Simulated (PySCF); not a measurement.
**Worked example: entropy of an ideal gas**

C4H4, SMILES C12C3C2C31.

Geometry: PBE0-D3(BJ)/def2-SVP.

PBE0-D3(BJ)/def2-SVP run with PySCF gives the harmonic wavenumbers 609, 609, 790, 790, 790, 889, 889, 920, 920, 920, 1207, 1207, 1207, 1518, 3363, 3363, 3363, 3402 cm⁻¹ and the rotational temperatures 0.6627, 0.6627, 0.6627 K. The molar mass is 52.08 g/mol, the symmetry number 12, the spin multiplicity 1.

Problem. Work out the entropy at 298.15 K and 1 atm in the rigid-rotor, harmonic-oscillator model.

Solution. 
Translation (Sackur–Tetrode at 1 atm): S = R[1.5 ln M + 2.5 ln T − 1.16487] = 158.0 J/(mol K).
Rotation: q = (√π/σ) T^1.5/√(θA θB θC) = 1410, S = R[ln q + 3/2] = 72.8 J/(mol K).
Vibration: with u = 1.4388 ν/T, each mode gives R[u/(e^u − 1) − ln(1 − e^−u)]:
```
ν (cm⁻¹)  modes     u  S (J/(mol K))
--------  -----  ----  -------------
609           2  2.94           3.64
790           3  3.81           2.71
889           2  4.29           1.22
920           3  4.44           1.62
1207          3  5.82           0.50
1518          1  7.33           0.05
```
The stiffer modes add less than 0.005 each. Sum 9.7 J/(mol K).
Spin: R ln 1 = 0.0 J/(mol K).
Total 240.5 J/(mol K); the program's own thermochemistry gives 240.5. Translation makes up 66 % and vibration 4 %. Anharmonicity, hindered rotation and orbital degeneracy are left out.
